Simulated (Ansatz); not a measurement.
Coupled-cluster run, BFGeH4 (`F[BH][GeH3]`).

```yaml
crystal:
  periodic: [false, false, false]
  atoms:
    - {symbol: F, position_ang: [-1.549667, -1.444953, 0.521749]}
    - {symbol: B, position_ang: [-0.299160, -1.192611, 0.184933]}
    - {symbol: Ge, position_ang: [0.266491, 0.782865, -0.150761]}
    - {symbol: H, position_ang: [0.433702, -2.140492, 0.098296]}
    - {symbol: H, position_ang: [1.736618, 0.890379, -0.586268]}
    - {symbol: H, position_ang: [0.083083, 1.616764, 1.130453]}
    - {symbol: H, position_ang: [-0.609866, 1.420047, -1.244102]}
basis:
  gaussian: {orbitals: def2-TZVPP}
correlation: {method: ccsd_t}
output: {orbitals: {seedname: orbitals}}
```

```sh
$ ansatz run in.yaml --threads 2 --pin off --events-out ev --progress --plain
```

Log, shortened:

```
Functional definition: HF
1022 factors; integrals over basis functions are off by at most 1.2e-3 eV
mean field evaluation 1: about -59914.9853 eV, gradient 2.6e1 eV
mean field evaluation 2: about -59915.0636 eV, gradient 2.6e1 eV
mean field evaluation 4: about -59916.7437 eV, gradient 2.8e0 eV
mean field evaluation 8: about -59916.7821 eV, gradient 1.3e-1 eV
mean field -59916.78218846 eV, -2201.9011323724 hartree, gradient 1.3e-6 eV, S^2 0.000000; 0 other end points of the search recorded, 0 dependent functions left out
11 core orbitals not correlated: weight in the atoms' cores, before any rotation towards them, 1.000 or more for the frozen orbitals, at most 0.000 for the correlated occupied ones
reference -59916.78218846 eV, -2201.9011323724 hartree; 14, 14 occupied and 141, 141 virtual orbitals, 1022 factors
second order -16.66794981 eV of doubles, -0.00000000 eV of singles
cycle   1  -16.77071988 eV  change   -1.0e-1 eV  update   1.0e-1
cycle   2  -17.27827652 eV  change   -5.1e-1 eV  update   3.0e-2
cycle   3  -17.37313636 eV  change   -9.5e-2 eV  update   1.7e-2
cycle   4  -17.35840738 eV  change    1.5e-2 eV  update   4.2e-3
cycle   5  -17.35709387 eV  change    1.3e-3 eV  update   1.9e-3
cycle   6  -17.35764574 eV  change   -5.5e-4 eV  update   5.1e-4
cycle   7  -17.35736521 eV  change    2.8e-4 eV  update   1.7e-4
cycle   8  -17.35735835 eV  change    6.9e-6 eV  update   5.7e-5
cycle   9  -17.35739312 eV  change   -3.5e-5 eV  update   2.0e-5
cycle  10  -17.35739492 eV  change   -1.8e-6 eV  update   6.1e-6
perturbative correction -0.54614096 eV, -0.0200703101 hartree
Total energy: -59934.68572435 eV, -2202.5590751807 hartree
```

Hardware: 2 threads of a server CPU on a shared host. Wall time 81 s, peak host memory 1.4 GiB.

The correlation energy is -17.904 eV, 3.1 % of it from (T); the T1 diagnostic reads 0.0133.
